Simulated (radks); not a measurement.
Results of a calculation; reference values are marked as such.
Spin polarisation of the 5p5 shell in neutral iodine. Start: [Kr] 4d10 5s2 5p(up 2.5, down 2.5); electrons of 5p are moved from spin down to spin up, other shells keep equal spins. Code: a radial shooting solver on a logarithmic mesh with Libxc functionals. Model: scalar-relativistic Kohn-Sham, PBE, spin-polarised, spherical densities, finite nucleus; Fermi nuclear charge, rms radius of each element as measured or else 0.836 A^(1/3) + 0.57 fm.

[
 {"moment (Bohr magnetons)": "0", "E - E(0) (eV)": "0.000", "e(5p up) (eV)": "-7.086", "e(5p down) (eV)": "-7.086", "5s down minus up (eV)": "0.000"},
 {"moment (Bohr magnetons)": "0.25", "E - E(0) (eV)": "-0.010", "e(5p up) (eV)": "-7.162", "e(5p down) (eV)": "-7.007", "5s down minus up (eV)": "0.154"},
 {"moment (Bohr magnetons)": "0.5", "E - E(0) (eV)": "-0.039", "e(5p up) (eV)": "-7.236", "e(5p down) (eV)": "-6.924", "5s down minus up (eV)": "0.308"},
 {"moment (Bohr magnetons)": "0.75", "E - E(0) (eV)": "-0.088", "e(5p up) (eV)": "-7.306", "e(5p down) (eV)": "-6.838", "5s down minus up (eV)": "0.462"},
 {"moment (Bohr magnetons)": "1", "E - E(0) (eV)": "-0.156", "e(5p up) (eV)": "-7.373", "e(5p down) (eV)": "-6.749", "5s down minus up (eV)": "0.617"}
]

At moment 1 the spin-polarisation energy is -0.156 eV and the 5p exchange splitting 0.625 eV, that is 0.625 eV per Bohr magneton; E = -I m^2/4 would give I = 0.624 eV.
